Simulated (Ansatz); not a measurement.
Start from `[OH][Zr]([OH])([F])[I]` and change one atom or group to get `[OH][Zr]([OH])([OH])[I]`.

Ansatz, PBE0-D4/def2-TZVP geometries, multiplicity 1. Each molecule was computed in one conformer, which needn't be the lowest.

Elements past krypton have def2 core potentials.

| property | `[OH][Zr]([OH])([F])[I]` |
| --- | --- |
| LUMO energy (ωB97M-V/def2-TZVPP) / eV | 0.45 |
| HOMO–LUMO gap (PBE/def2-TZVPP) / eV | 4.59 |
| HOMO–LUMO gap (ωB97M-V/def2-TZVPP) / eV | 10.10 |
| LUMO energy (PBE/def2-TZVPP) / eV | -1.83 |
| size of the dipole moment (B3LYP/def2-TZVPP) / D | 3.84 |
| LUMO energy (B3LYP/def2-TZVPP) / eV | -1.24 |

Q: Give the same properties after the change, and the shifts. (Estimate.)

A: Computed: 
| property | `[OH][Zr]([OH])([OH])[I]` | shift |
| --- | --- | --- |
| LUMO energy (ωB97M-V/def2-TZVPP) / eV | 0.54 | 0.09 |
| HOMO–LUMO gap (PBE/def2-TZVPP) / eV | 4.72 | 0.13 |
| HOMO–LUMO gap (ωB97M-V/def2-TZVPP) / eV | 9.85 | -0.25 |
| LUMO energy (PBE/def2-TZVPP) / eV | -1.37 | 0.46 |
| size of the dipole moment (B3LYP/def2-TZVPP) / D | 4.05 | 0.21 |
| LUMO energy (B3LYP/def2-TZVPP) / eV | -0.75 | 0.49 |

With PBE0 the HOMO rises by 0.35 eV and the LUMO rises by 0.48 eV, so the gap widens by about 0.13 eV. PBE moves the HOMO by 0.33 eV and ωB97M-V by 0.35 eV. The zero-point energy changes by 26.5 kJ/mol with +3 modes. Dipoles are sizes alone; their direction can turn.

B3LYP here is the variant with VWN-RPA as its local correlation; programs differ in this.

Spin–orbit coupling is left out; it splits and shifts lone-pair levels of the heavy atoms by tenths of an eV.
